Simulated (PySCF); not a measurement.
Relaxation of singlet [AlBr2]+

Level of theory: PBE0 in PySCF with Al def2-TZVP, Br def2-TZVP; no relativity; density-fitted integrals. A (50,194) grid was used.

A hand-made bent start, of C2v symmetry, held to at least that symmetry:

Coordinates in bohr (charge 1 multiplicity 1):
```
Al    0.0000    0.0000   -2.1772
Br    3.6407    0.0000    0.3722
Br   -3.6407    0.0000    0.3722
```

**Question.** What forces act on the atoms at the start (eV/Å)?

**Answer.** 
```csv
atom,Fx,Fy,Fz
Al1,0.00,0.00,3.53
Br2,-1.31,0.00,-1.76
Br3,1.31,0.00,-1.76
```

**Question.** What does it relax to?

**Answer.** It ends at D∞h with Al–Br 2.149 Å (×2); Br–Al–Br 180.0°. A frequency run shows a minimum. Other isomers or separated fragments may lie lower.

**Question.** How much energy is released, and in how many steps?

**Answer.** 142.8 kJ/mol in 9 steps.
